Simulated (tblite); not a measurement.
Compound: C₂H₁₀BNSi₂.
Atom-mapped SMILES: `[CH2:1]=[CH:2][SiH2:3][BH:4][SiH2:5][NH2:6]` (hydrogens: H7, H8 on C1; H9 on C2; H10, H11 on Si3; H12 on B4; H13, H14 on Si5; H15, H16 on N6)

Computed with GFN2-xTB (tblite), gas phase: L-BFGS steps from a force-field or distance-geometry start until the largest atomic force falls under 0.01 eV/Å.

Step 22: E = -460.3234 eV
```
atom  x, y, z in Å  |  force x, y, z in eV/Å
C1     -2.7110   -0.7195    1.3631    0.002  -0.003  -0.005
C2     -1.7796   -0.5994    0.4319   -0.005   0.015   0.017
Si3    -0.9072    1.0392    0.0163   -0.002  -0.006   0.021
B4      0.4311    0.6887   -1.3722   -0.017   0.001   0.000
Si5     1.8524   -0.6449   -1.1423    0.026  -0.023   0.032
N6      2.7573   -0.2210    0.2766   -0.009  -0.030   0.002
H7     -3.0390    0.1323    1.9381    0.000  -0.029  -0.001
H8     -3.1898   -1.6598    1.5995   -0.004   0.019  -0.005
H9     -1.4889   -1.4892   -0.1177    0.005   0.027   0.017
H10    -1.9982    2.0014   -0.2662    0.049  -0.019  -0.001
H11    -0.3304    1.5239    1.2943   -0.025   0.005  -0.019
H12     0.3437    1.2308   -2.4086   -0.024   0.008  -0.024
H13     2.9243   -0.7593   -2.1470   -0.006   0.017  -0.012
H14     1.2808   -2.0220   -1.0923    0.021   0.003  -0.019
H15     2.2576   -0.0461    1.1345    0.001   0.007  -0.025
H16     3.5893   -0.7516    0.4806   -0.012   0.005   0.020
```

Step 23: E = -460.3238 eV
```
atom  x, y, z in Å  |  force x, y, z in eV/Å
C1     -2.7119   -0.7202    1.3645    0.010   0.001  -0.026
C2     -1.7805   -0.5990    0.4329    0.005   0.026   0.025
Si3    -0.9052    1.0393    0.0181   -0.021  -0.009   0.010
B4      0.4325    0.6877   -1.3716   -0.035   0.006   0.003
Si5     1.8526   -0.6468   -1.1431    0.034   0.005   0.036
N6      2.7563   -0.2238    0.2766   -0.011  -0.019  -0.006
H7     -3.0406    0.1319    1.9389    0.003  -0.038  -0.002
H8     -3.1910   -1.6609    1.5993    0.000   0.027  -0.004
H9     -1.4878   -1.4876   -0.1177   -0.005   0.025   0.024
H10    -1.9960    2.0017   -0.2684    0.057  -0.025   0.004
H11    -0.3306    1.5264    1.2957   -0.023   0.003  -0.015
H12     0.3413    1.2289   -2.4085   -0.018   0.004  -0.018
H13     2.9250   -0.7573   -2.1464    0.006   0.014  -0.023
H14     1.2823   -2.0225   -1.0969    0.010  -0.022  -0.016
H15     2.2563   -0.0429    1.1329    0.004   0.002  -0.017
H16     3.5895   -0.7515    0.4823   -0.015   0.001   0.024
```

Step 24: E = -460.3243 eV
```
atom  x, y, z in Å  |  force x, y, z in eV/Å
C1     -2.7129   -0.7210    1.3658    0.013   0.006  -0.038
C2     -1.7814   -0.5979    0.4345    0.019   0.030   0.027
Si3    -0.9031    1.0394    0.0207   -0.028  -0.011  -0.008
B4      0.4337    0.6865   -1.3706   -0.045   0.004   0.001
Si5     1.8535   -0.6493   -1.1437    0.026   0.034   0.019
N6      2.7549   -0.2275    0.2765   -0.008  -0.002  -0.007
H7     -3.0428    0.1307    1.9401    0.003  -0.036   0.003
H8     -3.1924   -1.6619    1.5991    0.002   0.026  -0.004
H9     -1.4865   -1.4850   -0.1173   -0.012   0.017   0.027
H10    -1.9923    2.0018   -0.2711    0.053  -0.022   0.007
H11    -0.3312    1.5297    1.2973   -0.019   0.003  -0.006
H12     0.3379    1.2263   -2.4084   -0.012  -0.004  -0.005
H13     2.9265   -0.7548   -2.1459    0.015   0.010  -0.032
H14     1.2842   -2.0237   -1.1035    0.001  -0.045  -0.011
H15     2.2547   -0.0387    1.1305    0.003  -0.003  -0.002
H16     3.5895   -0.7514    0.4847   -0.011  -0.008   0.029
```

Step 25: E = -460.3248 eV
```
atom  x, y, z in Å  |  force x, y, z in eV/Å
C1     -2.7139   -0.7217    1.3667    0.007   0.011  -0.035
C2     -1.7819   -0.5963    0.4366    0.031   0.023   0.021
Si3    -0.9013    1.0393    0.0235   -0.018  -0.010  -0.022
B4      0.4340    0.6850   -1.3693   -0.041  -0.003  -0.005
Si5     1.8547   -0.6514   -1.1442    0.006   0.049  -0.011
N6      2.7534   -0.2314    0.2764    0.002   0.015  -0.003
H7     -3.0451    0.1288    1.9413    0.000  -0.022   0.012
H8     -3.1938   -1.6624    1.5987    0.002   0.017  -0.008
H9     -1.4853   -1.4818   -0.1163   -0.013   0.004   0.024
H10    -1.9872    2.0015   -0.2742    0.033  -0.008   0.007
H11    -0.3321    1.5335    1.2990   -0.013   0.002   0.004
H12     0.3341    1.2231   -2.4082   -0.007  -0.012   0.008
H13     2.9284   -0.7517   -2.1458    0.019   0.008  -0.036
H14     1.2863   -2.0258   -1.1112   -0.002  -0.053  -0.007
H15     2.2530   -0.0340    1.1277   -0.001  -0.005   0.016
H16     3.5891   -0.7514    0.4879   -0.005  -0.017   0.032
```

Question: Estimate the geometry and energy of step 26. (The exact step hangs on the optimiser's Hessian estimate; all steps are aligned on step 25, rigid shifts and turns removed.)

Answer: E = -460.3252 eV, largest force 0.055 eV/Å
```
atom  x, y, z in Å  |  force x, y, z in eV/Å
C1     -2.7148   -0.7221    1.3670   -0.002   0.014  -0.019
C2     -1.7816   -0.5945    0.4388    0.034   0.007   0.012
Si3    -0.8997    1.0389    0.0258    0.002  -0.003  -0.025
B4      0.4335    0.6834   -1.3680   -0.027  -0.012  -0.011
Si5     1.8558   -0.6525   -1.1449   -0.011   0.040  -0.036
N6      2.7522   -0.2344    0.2764    0.009   0.027   0.003
H7     -3.0471    0.1266    1.9426   -0.004  -0.004   0.021
H8     -3.1950   -1.6626    1.5981    0.003   0.004  -0.013
H9     -1.4846   -1.4789   -0.1150   -0.009  -0.011   0.017
H10    -1.9818    2.0009   -0.2772    0.006   0.012   0.005
H11    -0.3329    1.5368    1.3005   -0.010   0.000   0.009
H12     0.3304    1.2200   -2.4077   -0.005  -0.015   0.014
H13     2.9301   -0.7484   -2.1467    0.017   0.007  -0.032
H14     1.2882   -2.0284   -1.1180    0.004  -0.039  -0.003
H15     2.2513   -0.0301    1.1255   -0.004  -0.006   0.028
H16     3.5884   -0.7518    0.4914   -0.003  -0.023   0.031
```

The energy changes by -0.0004 eV. The first-order estimate −F·Δx gives -0.0006 eV and the mean of the old and new forces, exact on a quadratic surface, -0.0004 eV. The step makes an angle of 73° with the force vector and moves no atom by more than 0.008 Å.

What follows is the cost of the whole relaxation. The run took 2.0 s on one thread of an Arm Neoverse N1 (shared host).
